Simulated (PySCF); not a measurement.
## Working with the constants of SbH

UHF-CCSD(T) constants of SbH, ³Σ⁻ (triplet), unpaired electrons π ↑↑ (Sb x2c-TZVPPall, H x2c-TZVPPall; spin-free X2C with a Gaussian nucleus (PySCF 2.14); masses 120.9038 and 1.0078 u):

```
ωe           : 1934.5 cm⁻¹
ωexe         : 33.3 cm⁻¹
Be           : 5.7825 cm⁻¹
αe           : 0.155 cm⁻¹
De to Sb + H : 2.54 eV
```

Task: What force constant and bond length do these constants imply?

Result: Reduced mass μred = 0.99949 u; k = 5.8918×10⁻⁷·μred·ωe² (u, cm⁻¹, mdyn/Å) = 2.20 mdyn/Å; Re = √(16.8576/(μred·Be)) (u, cm⁻¹, Å) = 1.708 Å.

Task: Estimate the centrifugal constant D from the Kratzer relation and find the Dunham coefficient a1.

Result: D = 4Be³/ωe² = 0.000207 cm⁻¹; a1 = −1 − αeωe/(6Be²) = -2.49.

Correlated steps freeze 18 core orbitals. These are scalar-relativistic numbers at best; spin–orbit coupling would shift them, the dissociation energy most. The state is the lowest determinant that a PBE0 search found; another state may lie lower at other levels.
